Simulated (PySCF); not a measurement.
## SrBi⁺: one state, many levels of theory

State: ³Σ⁻ (triplet), unpaired electrons π ↑↑. Set-up: PySCF, scalar-relativistic core potentials, basis sets Sr def2-SVPD with ECP28, Bi def2-SVPD with ECP60. De refers to Sr⁺ + Bi in their high-spin ground configurations, without counterpoise correction. The functionals are run spin-unrestricted. A positive dipole points towards Bi; it is taken about the centre of mass and depends on that origin.

| Level | Re (Å) | ωe (cm⁻¹) | De (eV) | μ (D) |
| --- | --- | --- | --- | --- |
| ROHF | 3.284 | 131 | n/a | -14.75 |
| ROHF-MP2 | 3.255 | 131 | n/a | n/a |
| ROHF-SCS-MP2 | 3.273 | 127 | n/a | n/a |
| PBE | 3.220 | 130 | n/a | -11.36 |
| r²SCAN | 3.216 | 133 | n/a | -12.42 |
| PBE0 | 3.208 | 133 | n/a | -12.25 |
| r²SCAN0 | 3.210 | 132 | n/a | -12.88 |
| M06 | 3.200 | 141 | n/a | -12.15 |
| BHandHLYP | 3.234 | 129 | n/a | -12.75 |
| CAM-B3LYP | 3.208 | 134 | n/a | -12.68 |

Task: What does a quarter of exact exchange do here, going from PBE to PBE0?

Result: PBE0 less PBE: -1.2 pm in Re, +2.3 % in ωe. Exact exchange removes part of the self-interaction that spreads semilocal densities, and in most molecules shortens and stiffens the bond and lowers De; so it does here.

Task: What does the step from GGA to meta-GGA do here, going from PBE to r²SCAN?

Result: r²SCAN less PBE: -0.4 pm in Re, +2.3 % in ωe. 

Task: What does a quarter of exact exchange do here, going from r²SCAN to r²SCAN0?

Result: r²SCAN0 less r²SCAN: -0.6 pm in Re, -0.8 % in ωe. Exact exchange removes part of the self-interaction that spreads semilocal densities, and in most molecules shortens and stiffens the bond and lowers De; so it does here.

Correlated steps freeze 4 core orbitals. Spin–orbit coupling is left out, which matters for elements this heavy, above all for dissociation energies. UHF is strongly spin-contaminated for SrBi⁺, so the ROHF reference used there is far from stable. The state was picked by a PBE0 search and need not be the measured ground state.

The whole job (state search and all levels along the bond) took about 2.8 min on 1 thread of AMD EPYC 7R43 64-Core (shared host), peak memory 0.82 GiB.
